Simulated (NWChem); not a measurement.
Molecule: isocyanic acid (CHNO); SMILES N=C=O

Computed with NWChem. Pople sets run with spherical d functions. Geometry: optimised at B3LYP/6-31G* (spherical d). Level M06-L/6-31G*: energy and gradient on several grids; changes count from the extra-fine grid, which is no exact limit either.

Task: Which is the coarsest grid (xfine; fine; medium; coarse; xcoarse) from which on the energy stays within 100 μHa and each gradient component within 200 μHa/bohr of xfine?

Result: medium.
```csv
grid,size of the energy change (μHa),largest change of a gradient component (μHa/bohr)
xcoarse,4000,7000
coarse,500,400
medium,< 10,100
fine,< 10,50
xfine,< 10,< 30
```
